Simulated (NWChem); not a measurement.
System: BiH3O; SMILES [OH][BiH2]

The following NWChem deck was run.

```
start job
memory heap 200 mb stack 900 mb global 1100 mb
geometry units angstroms noautoz
  Bi     0.017513     0.174483     0.000000
  H     -1.268456     0.335799    -1.266349
  H     -1.268456     0.335799     1.266349
  O      0.098536    -1.927505     0.000000
  H     -0.795484    -2.290758     0.000000
end
basis spherical
  Bi library def2-svp
  H library def2-svp
  O library def2-svp
end
ecp
  Bi library def2-ecp
end
dft
  xc mn15
  grid coarse
  iterations 150
  mulliken
end
task dft gradient
```

NWChem printed, in part:

```
             Northwest Computational Chemistry Package (NWChem) 7.3.0
             --------------------------------------------------------

 CS  symmetry detected

                             Geometry "geometry" -> ""
                             -------------------------

 Output coordinates in angstroms (scale by  1.889725989 to convert to a.u.)

  No.       Tag          Charge          X              Y              Z
 ---- ---------------- ---------- -------------- -------------- --------------
    1 Bi                  83.0000     0.03347257     0.20100896     0.00000000
    2 H                    1.0000    -1.24870392     0.39011890    -1.26634900
    3 H                    1.0000    -1.24870392     0.39011890     1.26634900
    4 O                    8.0000     0.06898408    -1.90224025     0.00000000
    5 H                    1.0000    -0.83268825    -2.24605924     0.00000000

 Effective nuclear repulsion energy (a.u.)     240.2792248015

      Symmetry information
      --------------------

 Group name             Cs
 Group number              2
 Group order               2
 No. of unique centers     4

                                 NWChem DFT Module
                                 -----------------

 Summary of "ao basis" -> "ao basis" (spherical)
 ------------------------------------------------------------------------------
       Tag                 Description            Shells   Functions and Types
 ---------------- ------------------------------  ------  ---------------------
 Bi                         def2-svp                10       26   4s4p2d
 H                          def2-svp                 3        5   2s1p
 O                          def2-svp                 6       14   3s2p1d

      Symmetry analysis of basis
      --------------------------

        a'         37
        a"         18

            General Information
            -------------------
          SCF calculation type: DFT
          Wavefunction type:  closed shell.
          No. of atoms     :     5
          No. of electrons :    34
           Alpha electrons :    17
            Beta electrons :    17
          Charge           :     0
          Spin multiplicity:     1
          Use of symmetry is: on ; symmetry adaption is: on
          Maximum number of iterations: 150
          AO basis - number of functions:    55
                     number of shells:    25
          Convergence on energy requested:  1.00D-06
          Convergence on density requested:  1.00D-05
          Convergence on gradient requested:  5.00D-04

              XC Information
              --------------
                         MN15 Method XC Functional
                     Hartree-Fock (Exact) Exchange  0.440
                          MN15 Exchange Functional  1.000
                        MN15 Correlation Potential  1.000

             Grid Information
             ----------------
          Grid used for XC integration:  coarse
          Radial quadrature: Mura-Knowles
          Angular quadrature: Lebedev.
          Tag              B.-S. Rad. Rad. Pts. Rad. Cut. Ang. Pts.
          ---              ---------- --------- --------- ---------
          Bi                  1.60      104           8.0       302
          H                   0.35       35           9.0       302
          O                   0.60       35           8.0       302
          Grid pruning is: on
          Number of quadrature shells:   209
          Spatial weights used:  Erf1

      Superposition of Atomic Density Guess
      -------------------------------------

 Sum of atomic energies:        -321.60800352

      Non-variational initial energy
      ------------------------------

 Total energy =    -289.798927
 1-e energy   =    -621.079817
 2-e energy   =     259.028423
 HOMO         =      -0.291973
 LUMO         =      -0.027850

      Symmetry analysis of molecular orbitals - initial
      -------------------------------------------------

  Numbering of irreducible representations:

     1 a'          2 a"

  Orbital symmetries:

     1 a'          2 a'          3 a'          4 a"          5 a'
     6 a'          7 a"          8 a'          9 a'         10 a"
    11 a'         12 a'         13 a'         14 a"         15 a'
    16 a"         17 a'         18 a'         19 a"         20 a'
    21 a'         22 a"         23 a'         24 a'         25 a'
    26 a'         27 a"

     ---------------------------------------------
      Total Density - Mulliken Population Analysis
     ---------------------------------------------

    Atom       Charge   Shell Charges
 -----------   ------   -------------------------------------------------------
    1 Bi  23    22.16   2.92 -0.87  1.17  0.64  4.70  1.28  1.25  1.00  9.75  0.32
    2 H    1     1.11   0.64  0.46  0.01
    3 H    1     1.11   0.64  0.46  0.01
    4 O    8     8.96   1.99  1.11  0.70  3.08  2.07  0.00
    5 H    1     0.67   0.54  0.07  0.06

   convergence    iter        energy       DeltaE   RMS-Dens  Diis-err
 ---------------- ----- ----------------- --------- --------- ---------
 d= 0,ls=0.0,diis     1   -290.9614694865 -3.63D+02  2.89D-02  6.74D-01
 d= 0,ls=0.0,diis     2   -290.8389636389  1.23D-01  1.58D-02  1.87D+00
 d= 0,ls=0.0,diis     3   -291.0377754390 -1.99D-01  1.60D-03  2.51D-02
 d= 0,ls=0.0,diis     4   -291.0402254714 -2.45D-03  4.10D-04  3.11D-04
 d= 0,ls=0.0,diis     5   -291.0402642494 -3.88D-05  9.66D-05  1.26D-05
  Resetting Diis
 d= 0,ls=0.0,diis     6   -291.0402668472 -2.60D-06  3.07D-05  1.09D-06
 d= 0,ls=0.0,diis     7   -291.0402671257 -2.79D-07  1.36D-05  1.37D-07
 d= 0,ls=0.0,diis     8   -291.0402671425 -1.68D-08  6.02D-06  7.87D-08

         Total DFT energy =     -291.040267142545
      One electron energy =     -622.403294857697
           Coulomb energy =      285.389651247591
    Exchange-Corr. energy =      -26.279090996004
 Nuclear repulsion energy =       72.252467463564

 Numeric. integr. density =       34.000076780183

                  Occupations of the irreducible representations
                  ----------------------------------------------

                     irrep           alpha         beta
                     --------     --------     --------
                     a'               12.0         12.0
                     a"                5.0          5.0

                       DFT Final Molecular Orbital Analysis
                       ------------------------------------

 Vector   15  Occ=2.000000D+00  E=-3.486154D-01  Symmetry=a'
              MO Center=  2.2D-02, -1.5D+00, -6.9D-14, r^2= 2.0D+00
   Bfn.  Coefficient  Atom+Function         Bfn.  Coefficient  Atom+Function
  ----- ------------  ---------------      ----- ------------  ---------------
    41      0.457994  4 O  py                44      0.330435  4 O  py
    40     -0.304497  4 O  px                12     -0.286008  1 Bi py
    43     -0.226724  4 O  px                 6      0.149348  1 Bi py
    39     -0.140363  4 O  s                 15     -0.121374  1 Bi py
    38     -0.112947  4 O  s                 21      0.078954  1 Bi d  2

 Vector   16  Occ=2.000000D+00  E=-3.112472D-01  Symmetry=a"
              MO Center= -2.9D-01, -1.1D+00, -1.0D-10, r^2= 2.7D+00
   Bfn.  Coefficient  Atom+Function         Bfn.  Coefficient  Atom+Function
  ----- ------------  ---------------      ----- ------------  ---------------
    42      0.532552  4 O  pz                45      0.409921  4 O  pz
    27      0.208778  2 H  s                 32     -0.208778  3 H  s
    13     -0.188123  1 Bi pz                28      0.174997  2 H  s
    33     -0.174997  3 H  s                  7      0.094143  1 Bi pz
    20      0.088376  1 Bi d  1              18      0.081914  1 Bi d -1

 Vector   17  Occ=2.000000D+00  E=-3.110944D-01  Symmetry=a'
              MO Center= -2.1D-01,  2.5D-01,  1.0D-10, r^2= 3.1D+00
   Bfn.  Coefficient  Atom+Function         Bfn.  Coefficient  Atom+Function
  ----- ------------  ---------------      ----- ------------  ---------------
    11      0.412693  1 Bi px                 3      0.410438  1 Bi s
    14      0.267062  1 Bi px                 1     -0.251248  1 Bi s
    27     -0.241316  2 H  s                 32     -0.241316  3 H  s
     5     -0.217659  1 Bi px                 4      0.206098  1 Bi s
    28     -0.172794  2 H  s                 33     -0.172794  3 H  s

 Vector   18  Occ=0.000000D+00  E=-1.420826D-02  Symmetry=a'
              MO Center= -8.8D-03,  5.0D-02,  1.1D-12, r^2= 3.9D+00
   Bfn.  Coefficient  Atom+Function         Bfn.  Coefficient  Atom+Function
  ----- ------------  ---------------      ----- ------------  ---------------
    15      0.763583  1 Bi py                39      0.452086  4 O  s
    12      0.395252  1 Bi py                41      0.278704  4 O  py
     3     -0.272821  1 Bi s                 44      0.272652  4 O  py
     6     -0.214092  1 Bi py                14     -0.179887  1 Bi px
    21      0.137342  1 Bi d  2              38      0.131699  4 O  s

 Vector   19  Occ=0.000000D+00  E= 2.244301D-02  Symmetry=a"
              MO Center= -1.2D-01,  2.5D-01, -3.6D-12, r^2= 4.1D+00
   Bfn.  Coefficient  Atom+Function         Bfn.  Coefficient  Atom+Function
  ----- ------------  ---------------      ----- ------------  ---------------
    16      0.956327  1 Bi pz                28      0.701203  2 H  s
    33     -0.701203  3 H  s                 13      0.437825  1 Bi pz
    27      0.221014  2 H  s                 32     -0.221014  3 H  s
     7     -0.212298  1 Bi pz                20      0.170849  1 Bi d  1
    45     -0.138563  4 O  pz                42     -0.125257  4 O  pz

 Vector   20  Occ=0.000000D+00  E= 3.829584D-02  Symmetry=a'
              MO Center= -2.3D-01,  2.9D-01,  2.4D-12, r^2= 4.7D+00
   Bfn.  Coefficient  Atom+Function         Bfn.  Coefficient  Atom+Function
  ----- ------------  ---------------      ----- ------------  ---------------
    14      1.003146  1 Bi px                28      0.879946  2 H  s
    33      0.879946  3 H  s                  3     -0.693687  1 Bi s
     4     -0.512457  1 Bi s                 11      0.373850  1 Bi px
     1      0.334317  1 Bi s                 52      0.179629  5 H  s
     5     -0.177998  1 Bi px                27      0.170200  2 H  s

     ---------------------------------------------
      Total Density - Mulliken Population Analysis
     ---------------------------------------------

    Atom       Charge   Shell Charges
 -----------   ------   -------------------------------------------------------
    1 Bi  23    22.45   2.93 -0.86  1.37  0.42  4.70  1.27  1.56  0.93  9.66  0.47
    2 H    1     1.11   0.69  0.41  0.01
    3 H    1     1.11   0.69  0.41  0.01
    4 O    8     8.51   1.99  1.05  0.75  2.85  1.87  0.01
    5 H    1     0.81   0.68  0.07  0.07

     -------------------------------------------
      Total Density - Lowdin Population Analysis
     -------------------------------------------

    Atom       Charge   Shell Charges
 -----------   ------   -------------------------------------------------------
    1 Bi  23    22.48   1.47  0.48  1.07  0.69  4.07  1.66  1.58  1.24  9.27  0.94
    2 H    1     1.12   0.62  0.47  0.03
    3 H    1     1.12   0.62  0.47  0.03
    4 O    8     8.35   1.97  0.90  0.68  2.70  2.09  0.01
    5 H    1     0.94   0.57  0.19  0.18

     Multipole analysis of the density
     ---------------------------------

     L   x y z        total         alpha         beta         nuclear
     -   - - -        -----         -----         ----         -------
     0   0 0 0     -0.000000    -17.000000    -17.000000     34.000000

     1   1 0 0     -0.126094      1.834573      1.834573     -3.795239
     1   0 1 0      0.701932     11.746521     11.746521    -22.791111
     1   0 0 1     -0.000000     -0.000000     -0.000000      0.000000

     2   2 0 0    -27.232093    -20.536292    -20.536292     13.840490
     2   1 1 0      2.761962      1.379307      1.379307      0.003347
     2   1 0 1      0.000000      0.000000      0.000000      0.000000
     2   0 2 0    -27.939904    -76.868210    -76.868210    125.796515
     2   0 1 1     -0.000000     -0.000000     -0.000000      0.000000
     2   0 0 2    -27.549785    -19.501593    -19.501593     11.453402

            General Information
            -------------------
          SCF calculation type: DFT
          Wavefunction type:  closed shell.
          No. of atoms     :     5
          No. of electrons :    34
           Alpha electrons :    17
            Beta electrons :    17
          Charge           :     0
          Spin multiplicity:     1
          Use of symmetry is: on ; symmetry adaption is: on
          Maximum number of iterations: 150
          AO basis - number of functions:    55
                     number of shells:    25
          Convergence on energy requested:  1.00D-06
          Convergence on density requested:  1.00D-05
          Convergence on gradient requested:  5.00D-04

              XC Information
              --------------
                         MN15 Method XC Functional
                     Hartree-Fock (Exact) Exchange  0.440
                          MN15 Exchange Functional  1.000
                        MN15 Correlation Potential  1.000

             Grid Information
             ----------------
          Grid used for XC integration:  coarse
          Radial quadrature: Mura-Knowles
          Angular quadrature: Lebedev.
          Tag              B.-S. Rad. Rad. Pts. Rad. Cut. Ang. Pts.
          ---              ---------- --------- --------- ---------
          Bi                  1.60      104           8.0       302
          H                   0.35       35           9.0       302
          O                   0.60       35           8.0       302
          Grid pruning is: on
          Number of quadrature shells:   209
          Spatial weights used:  Erf1

          Convergence Information
          -----------------------
          Convergence aids based upon iterative change in
          total energy or number of iterations.
          Levelshifting, if invoked, occurs when the
          HOMO/LUMO gap drops below (HL_TOL):  1.00D-02
          DIIS, if invoked, will attempt to extrapolate
          using up to (NFOCK): 10 stored Fock matrices.

                    Damping( 0%)  Levelshifting(0.5)       DIIS
                  --------------- ------------------- ---------------
          dE  on:    start            ASAP                start
          dE off:    2 iters        150 iters           150 iters

                            NWChem DFT Gradient Module
                            --------------------------

  charge          =   0.00
  wavefunction    = closed shell

  Using symmetry

                         DFT ENERGY GRADIENTS

    atom               coordinates                        gradient
                 x          y          z           x          y          z
   1 Bi      0.063254   0.379852   0.000000    0.001509   0.001498   0.000000
   2 H      -2.359708   0.737218  -2.393053   -0.001153   0.000488  -0.001240
   3 H      -2.359708   0.737218   2.393053   -0.001153   0.000488   0.001240
   4 O       0.130361  -3.594713   0.000000   -0.002039  -0.004468   0.000000
   5 H      -1.573553  -4.244437   0.000000    0.002835   0.001995   0.000000
```

Level: MN15/def2-SVP with def2 effective core potentials on Bi. All runs use the structure optimised with PBE0/def2-SVP. def2 effective core potentials on Bi; no spin-orbit coupling.
